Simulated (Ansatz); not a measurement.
The cluster Na7S3⁺, relaxed as a singlet with RKS r2SCAN-D4/def2-SVP in Ansatz, starting from the GFN1-xTB geometry. Force threshold 0.02 eV/Å.

Another isomer (singlet) lies 0.45 eV lower at PBE0-D4/def2-TZVP; other spin states weren't run for this one.

Start:

```
atom   x (Å)   y (Å)   z (Å)
 Na1   2.532  -0.310  -1.215
 Na2   0.490   1.771  -1.881
 Na3   3.585   3.323  -4.198
 Na4  -0.219  -2.372   1.252
 Na5  -3.810  -2.197   4.225
 Na6  -2.469  -0.710  -0.011
 Na7  -0.697   0.514   2.209
  S8   2.835   1.669  -2.679
  S9  -2.339  -1.472   2.467
 S10   0.094  -0.216  -0.168
```

```json
{"step": "1", "energy (eV)": "-63397.6630", "largest force component (eV/Å)": "0.463", "SCF passes": "18"}
{"step": "2", "energy (eV)": "-63397.8038", "largest force component (eV/Å)": "0.149", "SCF passes": "18"}
{"step": "3", "energy (eV)": "-63397.8223", "largest force component (eV/Å)": "0.089", "SCF passes": "20"}
{"step": "4", "energy (eV)": "-63397.8390", "largest force component (eV/Å)": "0.115", "SCF passes": "19"}
{"step": "5", "energy (eV)": "-63397.8467", "largest force component (eV/Å)": "0.042", "SCF passes": "19"}
{"step": "6", "energy (eV)": "-63397.8480", "largest force component (eV/Å)": "0.018", "SCF passes": "18"}
{"step": "7", "energy (eV)": "-63397.8481", "largest force component (eV/Å)": "0.027", "SCF passes": "19"}
{"step": "8", "energy (eV)": "-63397.8491", "largest force component (eV/Å)": "0.003", "SCF passes": "19"}
{"step": "9", "energy (eV)": "-63397.8493", "largest force component (eV/Å)": "0.007", "SCF passes": "19"}
{"step": "10", "energy (eV)": "-63397.8494", "largest force component (eV/Å)": "0.007", "SCF passes": "19"}
```

Force components are those of the run's own axes.

End:

Cartesian coordinates in Å:
```
Na 2.507 -0.073 -1.227
Na 0.279 1.857 -1.963
Na 4.181 3.055 -4.345
Na -0.224 -2.449 1.238
Na -3.817 -2.396 4.364
Na -2.606 -0.772 0.041
Na -0.684 0.542 2.268
S 2.694 1.965 -2.734
S -2.323 -1.532 2.563
S -0.005 -0.196 -0.204
```

By distances, no bond broke or formed. The bond that changes most is Na5–S9, from 2.40 to 2.49 Å (atoms count from 1).

The force fell under the threshold at step 6, but the optimiser went on. No frequencies were taken in this run, so the end may be a saddle point.

Run time 1.7 min (4 threads of Arm Neoverse N1 on a shared host).
